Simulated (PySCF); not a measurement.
C₇H₈, SMILES Cc1ccccc1 (connectivity only; charge and spin as stated), charge +1, multiplicity 2. Atoms are numbered in the order given.

```xyz
15

C     -2.3945    -0.1088     0.0192
C     -0.9243    -0.0409     0.0222
C     -0.1336    -1.2374     0.2104
C      1.2463    -1.1728     0.1938
C      1.8911     0.0859    -0.0176
C      1.1311     1.2814    -0.2090
C     -0.2489     1.2210    -0.1931
H     -2.8722     0.8408     0.3335
H     -2.7922    -0.9753     0.5830
H     -2.7306    -0.2641    -1.0429
H     -0.6505    -2.1957     0.3717
H      1.8543    -2.0776     0.3410
H      2.9917     0.1345    -0.0363
H      1.6513     2.2377    -0.3672
H     -0.8539     2.1290    -0.3383
```
Charge +1, spin multiplicity 2.

Coordinates come from a PBE-D3(BJ)/def2-SVP optimisation. The multiplicity is an assumed one; other spin states were not compared.

Level of theory: PBE/def2-TZVP run with PySCF.

Gas-phase values at a fixed geometry.

Computed frontier levels, dipole moment:
```json
{
  "α spin, highest occupied and lowest empty level": "-11.96 and -7.43 eV",
  "β spin, highest occupied and lowest empty level": "-11.91 and -11.14 eV",
  "dipole_moment_about_the_centre_of_nuclear_charge": "0.23 D",
  "⟨S²⟩": "0.756 (pure state 0.75)"
}
```
